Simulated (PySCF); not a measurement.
## Ionisation energy of Yb⁵⁰⁺ by level of theory

Yb⁵⁰⁺ [Ar] 3d2 (3F) → Yb⁵¹⁺ [Ar] 3d1 (2D), as a difference of total energies. All numbers are calculated (PySCF 2.14, the spin-free X2C one-electron Hamiltonian (Gaussian nucleus), in an uncontracted even-tempered set (17 s from 12 bohr⁻², ratio 2.5; 12 p from 15 bohr⁻², ratio 2.5; 7 d from 15 bohr⁻², ratio 2.5; 4 f from 53 bohr⁻², ratio 2.7; 3 g from 80 bohr⁻², ratio 2.7)). Correlated levels: outer shells: [Ne] frozen; virtual orbitals above 40 to 60 times the deepest correlated orbital energy dropped. The calculations carry no spin-orbit coupling.

| method | ionisation energy (eV) |
| --- | --- |
| UHF | 4473.2 |
| LDA | 4471.2 |
| PBE | 4472.4 |
| PBE0 | 4473.0 |
| r2SCAN | 4474.9 |
| BP86 | 4473.0 |
| B97-3 | 4473.0 |
| MP2 (outer shells) | 4472.7 |
| SCS-MP2 (outer shells) | 4472.7 |

Spin-orbit coupling is strong in these open shells (close to jj coupling). The scalar numbers leave it out and a first-order estimate fails, so it can dominate the gap to the real levels.

Breit and QED terms and the two-electron picture change are absent.

For comparison: 4502 ± 4 eV (theoretical estimate listed by NIST; NIST Atomic Spectra Database, ionization energies).
